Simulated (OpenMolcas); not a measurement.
**Co3+ in a ligand field**

Co3+ with 4 ligands (fluoride) in square-planar coordination (D4h) at 1.79 Å. A charge of +0.25 e stands 2.6 Å behind each ligand. Ligand basis ANO-RCC-VDZP.

```
Program             : OpenMolcas
Method              : CASSCF
Basis               : ANO-RCC-VDZP [5s4p2d1f]
Scalar Hamiltonian  : DKH2, point nucleus
Active space        : 6 electrons in 5 orbitals (3d)
State averaging     : 2S+1 = 5 even, 5 roots; 2S+1 = 3 even, 45 roots; 2S+1 = 1 even, 50 roots
Spin-orbit coupling : RASSI with atomic mean-field integrals over the reference wave functions
```

The lowest spin-free states (labels of D4, the rotations of D4h), above the lowest:

```tsv
State	Degeneracy	E (cm-1)
2S+1 = 5	1	0.0
5E	2	1911
2S+1 = 5	1	7515
2S+1 = 3	1	9421
3E	2	9642
2S+1 = 3	1	11565
3E	2	18322
2S+1 = 1	1	21916
1E	2	22332
2S+1 = 1	1	22647
2S+1 = 1	1	23704
2S+1 = 3	1	24163
2S+1 = 5	1	24463
2S+1 = 3	1	26858
3E	2	27222
3E	2	27633
2S+1 = 3	1	27735
2S+1 = 3	1	28508
2S+1 = 1	1	29341
3E	2	29462
```

The lowest levels with spin-orbit coupling:

```csv
E (cm-1),Degeneracy,2S+1,g
0.0,1,5,
32.1,2,5,0.00 0.00 3.95
132.2,1,5,
132.5,1,5,
1803,2,5,0.00 0.00 9.89
1995,1,5,
1999,1,5,
2152,2,5,0.00 0.00 2.14
2243,1,5,
2392,1,5,
2474,2,5,0.00 0.00 5.91
7633,1,5,
7643,1,5,
7699,2,5,0.00 0.00 4.01
7721,1,5,
9095,1,3,
9207,2,3,0.00 0.00 2.59
9504,1,3,
9756,1,3,
10080,1,3,
```

Powder χT (cm3 K/mol): 0.358 at 2 K, 1.75 at 10 K, 3.6 at 50 K, 3.83 at 100 K, 3.91 at 200 K, 3.94 at 300 K. The effective moment at 300 K is 2.828 √(χT) = 5.61 μB.

The lowest level has 2S+1 = 5, for which the spin-only value is χT = S(S+1) / 2 = 3.000 cm3 K/mol (g = 2). The computed 3.941 at 300 K differs by +0.941, through orbital momentum, spin-orbit coupling and any other state in reach.

Metal share of the active 3d orbitals (Löwdin): 84, 95, 95, 96, 96 %; Mulliken charge of the metal 2.06.

Without dynamic correlation the repulsion within the d shell is too large (B by tens of per cent), so at a given field states of lower spin stand too high. This shell can be high or low spin here, a state of another spin lies low, and with metal d orbitals alone active their balance is uncertain, so the ground spin may be wrong. The least metal-like active orbital is 84 % on the metal (Löwdin) and no ligand orbital is active, so the numbers are rough. Ligand-to-metal charge-transfer states are missing. With no ligand orbital active B as a rule stays too high, so bands that hang on it stand too high and its fall with covalency is understated. With metal d orbitals alone and no dynamic correlation the field as a rule comes out too small, by tens of per cent, by up to half for chloride and softer ligands, and the orbital part of g and χT, which goes as 1/10Dq, too large. No measured value stands beside these numbers; the geometry was imposed, not optimised, and the real ion may take another.

With an even number of electrons the g values are those of a degenerate or nearly degenerate non-Kramers pair.
